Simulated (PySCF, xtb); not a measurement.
Se(SMe)(SiH3) (CH6SSeSi), SMILES S([Se][SiH3])C. One conformer was computed; it need not be the lowest.

Harmonic wavenumbers (cm⁻¹) from xtb 6.7.1 with GFN2-xTB at its own minimum, in rising order: 53, 70, 102, 136, 189, 351, 384, 503, 514, 700, 727, 747, 774, 935, 940, 1310, 1444, 1446, 2267, 2309, 2341, 3025, 3034, 3054.

**Question.** What does B3LYP-D3(BJ)/def2-SVP in PySCF 2.14.0 give at its own minimum? (The exact figures need the calculation; the answer reports its results.)

**Answer.** 76, 114, 155, 180, 214, 376, 386, 591, 595, 694, 911, 935, 952, 963, 966, 1327, 1432, 1454, 2215, 2228, 2241, 3036, 3139, 3155. Paired by order, the mean absolute difference is 62 cm⁻¹ and the zero-point energies are 39.1 and 40.5 kcal/mol.
